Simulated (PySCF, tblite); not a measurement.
Isomers of C5H3FO, one GFN2-xTB conformer each. Single-point energies are computed at PBE0/pcSseg-1 (PySCF, gas phase, no added dispersion term), electronic only.

```tsv
SMILES	GFN2-xTB relative energy (kcal/mol)
C#CC(=O)/C=C\F	7.6
C=C(F)C#CC=O	6.8
C#CC(=C=O)CF	0.0
C#CC(=O)/C=C/F	5.3
C#C[C@H](F)C=C=O	3.8
O=CC1=CC/1=C\F	26.7
C#CC(=O)C(=C)F	7.8
O=CC1=CC/1=C/F	26.5
```

Conformers: `[CH:1]#[C:2][C:3](=[O:4])/[CH:5]=[CH:6]\[F:7]` with C2–C3–C5–C6 0°; `[CH:1]#[C:2][C:3](=[C:4]=[O:5])[CH2:6][F:7]` with C2–C3–C6–F7 94°; `[CH:1]#[C:2][C:3](=[O:4])/[CH:5]=[CH:6]/[F:7]` with C2–C3–C5–C6 180°; `[CH:1]#[C:2][C@H:3]([F:4])[CH:5]=[C:6]=[O:7]` with C2–C3–C5–C6 -134°; `[O:1]=[CH:2][C:3]1=[CH:4][C:5]/1=[CH:6]\[F:7]` with O1–C2–C3–C4 180°; `[CH:1]#[C:2][C:3](=[O:4])[C:5](=[CH2:6])[F:7]` with C2–C3–C5–C6 180°; `[O:1]=[CH:2][C:3]1=[CH:4][C:5]/1=[CH:6]/[F:7]` with O1–C2–C3–C4 0°.

Task: What does PBE0/pcSseg-1 give for the same structures?

Result: 
```tsv
SMILES	PBE0/pcSseg-1 E (Eh)	PBE0/pcSseg-1 (kcal/mol)	GFN2-xTB (kcal/mol)	point group
C#CC(=O)/C=C/F	-366.84847	0.0	5.3	Cs
C#CC(=C=O)CF	-366.84557	1.8	0.0	C1
C#CC(=O)C(=C)F	-366.84537	1.9	7.8	Cs
C=C(F)C#CC=O	-366.84529	2.0	6.8	Cs
C#CC(=O)/C=C\F	-366.84451	2.5	7.6	Cs
C#C[C@H](F)C=C=O	-366.84047	5.0	3.8	C1
O=CC1=CC/1=C\F	-366.81339	22.0	26.7	Cs
O=CC1=CC/1=C/F	-366.81234	22.7	26.5	Cs
```

GFN2-xTB puts C#CC(=C=O)CF lowest instead; measured from each level's own lowest isomer, the values differ by up to 5.9 kcal/mol (C#CC(=O)C(=C)F: 7.8 against 1.9). As drawn, the lowest has a C≡C bond, which the highest lacks; the highest has a three-membered ring, which the lowest lacks. Neighbours under 2.5 kcal/mol apart (C#CC(=O)/C=C/F and C#CC(=C=O)CF; C#CC(=C=O)CF and C#CC(=O)C(=C)F; C#CC(=O)C(=C)F and C=C(F)C#CC=O; C=C(F)C#CC=O and C#CC(=O)/C=C\F; others) can change places with a better method, another conformer or zero-point energy. C#CC(=O)/C=C/F and C#CC(=O)/C=C\F are stereoisomers, 2.5 kcal/mol apart in the conformers taken. O=CC1=CC/1=C\F and O=CC1=CC/1=C/F are stereoisomers, 0.7 kcal/mol apart in the conformers taken.

Task: Which frontier levels, dipoles and rotational constants go with these structures?

Result: 
```tsv
SMILES	HOMO (eV, PBE0/pcSseg-1)	LUMO (eV)	dipole (D)	A, B, C (MHz)
C#CC(=O)/C=C/F	-8.14	-2.48	2.24	7061, 1358, 1139
C#CC(=C=O)CF	-6.97	-1.81	1.68	2632, 2583, 1401
C#CC(=O)C(=C)F	-8.25	-2.71	1.60	4362, 2403, 1549
C=C(F)C#CC=O	-7.94	-2.73	2.14	9092, 1098, 979.9
C#CC(=O)/C=C\F	-8.04	-2.32	3.19	3745, 2589, 1531
C#C[C@H](F)C=C=O	-7.49	-1.55	1.71	5515, 1491, 1236
O=CC1=CC/1=C\F	-6.57	-2.89	3.19	7583, 1353, 1148
O=CC1=CC/1=C/F	-6.56	-2.92	2.54	6616, 1436, 1180
```

Task: What happens when harmonic zero-point energies from GFN2-xTB frequencies are added?

Result: 
| SMILES | ZPE (kcal/mol) | electronic (kcal/mol) | with ZPE (kcal/mol) |
| --- | --- | --- | --- |
| C#CC(=O)/C=C/F | 38.4 | 0.0 | 0.0 |
| C#CC(=C=O)CF | 38.6 | 1.8 | 2.1 |
| C#CC(=O)C(=C)F | 38.1 | 1.9 | 1.7 |
| C=C(F)C#CC=O | 38.1 | 2.0 | 1.8 |
| C#CC(=O)/C=C\F | 38.5 | 2.5 | 2.6 |
| C#C[C@H](F)C=C=O | 38.1 | 5.0 | 4.8 |
| O=CC1=CC/1=C\F | 38.0 | 22.0 | 21.6 |
| O=CC1=CC/1=C/F | 38.0 | 22.7 | 22.4 |

The zero-point energies span 0.6 kcal/mol. The lowest isomer stays, but the order above it changes.

Task: As an exercise, what shares would exp(−E/RT) give at 2000 K from these electronic energies alone (no entropy, no degeneracies)?

Result: RT = 3.974 kcal/mol: C#CC(=O)/C=C/F 27.2 %, C#CC(=C=O)CF 17.2 %, C#CC(=O)C(=C)F 16.7 %, C=C(F)C#CC=O 16.5 %, C#CC(=O)/C=C\F 14.6 %, C#C[C@H](F)C=C=O 7.7 %, O=CC1=CC/1=C\F 0.1 %, O=CC1=CC/1=C/F 0.1 %.
